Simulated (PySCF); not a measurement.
Species: C5H4FNO3.
Cartesian coordinates in Å at the GFN2-xTB level; atoms count from 1:
```
atom  x, y, z in Å
N1     0.294    0.236    2.605
C2     0.516    0.238    1.485
C3     0.788    0.243    0.074
C4    -0.409   -0.026   -0.834
O5    -1.564    0.667   -0.384
C6    -2.397   -0.010    0.404
O7    -2.274   -1.146    0.744
O8     1.749    1.183   -0.379
C9     2.141   -0.121   -0.392
F10    2.248   -0.707   -1.602
H11   -0.616   -1.104   -0.851
H12   -0.185    0.341   -1.838
H13   -3.232    0.651    0.677
H14    2.938   -0.446    0.269
```

Level of theory: PySCF 2.14.0, density-fitted response routines, TDDFT wB97X-D/def2-SVPD, vertical, gas phase, core orbitals frozen in the response.

```csv
state,E (eV),E (kJ/mol),λ (nm),f,"main configurations (H = HOMO, L = LUMO)"
S1,6.02,581,206.0,0.0015,"H→L+1 (83%), H→L (11%)"
S2,7.26,701,170.7,0.020,"H-1→L (51%), H-4→L (15%), H-1→L+2 (12%)"
S3,7.76,749,159.7,0.0022,"H-4→L (21%), H-1→L+2 (18%), H-2→L (15%)"
S4,7.88,760,157.4,0.021,"H-2→L (32%), H-3→L (12%), H-3→L+2 (12%)"
S5,7.93,765,156.3,0.022,"H-3→L (33%), H-3→L+2 (13%), H-4→L+2 (10%)"
S6,8.24,795,150.4,0.019,"H→L (54%), H-2→L (13%)"
S7,8.33,803,148.9,0.078,"H-2→L+1 (38%), H-1→L+1 (24%), H→L (14%)"
S8,8.65,834,143.4,0.0073,"H→L+2 (17%), H-2→L+1 (15%), H-5→L+1 (9%)"
```

Triplets, Tamm–Dancoff:

```csv
state,E (eV),λ (nm),"main configurations (H = HOMO, L = LUMO)"
T1,5.50,225.6,"H→L+1 (83%), H→L (11%)"
T2,6.15,201.6,"H-1→L (26%), H-3→L (18%), H-2→L (14%)"
T3,6.27,197.9,"H-2→L+1 (38%), H-1→L+1 (23%)"
```

The lowest singlet lies at 6.02 eV (206 nm, ultraviolet) and is very weak; its leading configuration is HOMO→LUMO+1 (83%). The strongest level in the table is S7 at 8.33 eV (149 nm, f = 0.078). Löwdin shares by element: HOMO oxygen 73% or more, carbon 12% or more, hydrogen 6% or more; LUMO carbon 37% or more, nitrogen 26%, oxygen 14% or more (atoms not listed hold the other 23%). Orbital energies (eV): HOMO-3 -12.22, HOMO-2 -11.62, HOMO-1 -11.34, HOMO -10.87, LUMO 1.15, LUMO+1 1.43, LUMO+2 1.73. Of the 8 states listed, 5 reach f = 0.01 and none stays under 0.0005. The listed states span 2.63 eV, and the widest gap between neighbours is 1.24 eV (S1 to S2). Only the lowest 8 singlets were computed, as vertical energies without vibronic structure.

One conformer stands for the species.
